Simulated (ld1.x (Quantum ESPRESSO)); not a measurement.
**hafnium: one change to a TM potential, before and after**

```
Element                 : hafnium
Generator               : ld1.x (Quantum ESPRESSO) 7.5
Type                    : norm-conserving Troullier–Martins (Kleinman–Bylander form)
Functional              : PBEsol
Relativity              : scalar-relativistic
Frozen core             : [Kr] 4d10 4f14 5s2
Valence charge          : 10
Reference configuration : 5p6 5d2 6s2 6p0
Partial waves           : 6s (bound): rc 2.15 bohr; 5p (bound): rc 2.05 bohr; 5d (bound): rc 3.00 bohr
Local potential         : all-electron potential smoothed inside 1.60 bohr (lloc = -1)
Core correction         : a·sin(br)/r model core, default radius (core density twice the valence density)
```

All-electron outer shells of the reference configuration (PBEsol, scalar-relativistic, ld1.x):

```tsv
shell	level (eV)	outermost node (bohr)	outermost maximum (bohr)
5s	-67.04	0.55	1.01
5p	-35.59	0.60	1.16
4f	-16.86	–	0.45
6s	-5.13	1.37	2.89
5d	-2.71	0.67	1.69
6p	-1.37	1.66	4.05
```

Change: core correction none.

Cutoffs: the cutoffs (Ry, on a coarse ladder) from which the occupation-weighted sum of valence levels, in a spherical-Bessel basis at the reference potential, stays within 10 and 1 mRy of its value at 400 Ry; they do not see the model core or the augmentation charge, which bear on the density cutoff. Errors are all-electron minus pseudo energies relative to the spin-unpolarised reference configuration.

Problem. How do hardness, ghosts and transferability respond?

Solution. The potential gets neither clearly harder nor softer (25 Ry and 45 Ry → 25 Ry and 45 Ry); both files keep a bound ghost (s); of the 7 tests that both files solve, the error grows in 0 and shrinks in 6 by more than 15 % and 0.3 meV (median size 15.9 → 1.7 meV). The default core radius of the base comes out at 1.00 bohr.

| quantity | base | changed |
| --- | --- | --- |
| cutoff, loose | 25 Ry | 25 Ry |
| cutoff, tight | 45 Ry | 45 Ry |
| bound ghosts | s | s |
| error for 5p6 5d2 6s1 6p0, meV [ΔE 8.01 eV] | -3.8 | -1.7 |
| error for 5p6 5d2 6s0 6p0, meV [ΔE 22.17 eV] | -22 | +3.7 |
| error for 5p6 5d1 6s0 6p0, meV [ΔE 43.94 eV] | -65 | +24 |
| error for 5p6 5d3 6s1 6p0, meV [ΔE 2.59 eV] | -6.9 | -1.3 |
| error for 5p6 5d0 6s0 6p0, meV [ΔE 76.77 eV] | -150 | +129 |
| error for 5p6 5d3 6s0 6p0, meV [ΔE 10.01 eV] | -16 | +1.4 |
| error for 5p6 5d2.5 6s1.5 6p0, meV [ΔE 1.25 eV] | -2.6 | -1.0 |
| s: phases at 3.25 bohr within 0.05 rad from the reference energy up to (Ry; the scan ends near 5) | n/a | n/a |
| p: phases at 3.25 bohr within 0.05 rad from the reference energy up to (Ry; the scan ends near 5) | 0.1 | 0.1 |
| d: phases at 3.25 bohr within 0.05 rad from the reference energy up to (Ry; the scan ends near 5) | 1.5 | 1.5 |

 A true bound ghost makes a file unfit for plane-wave use even where its test errors are small: the radial tests pick states by their node count and pass the ghost by.
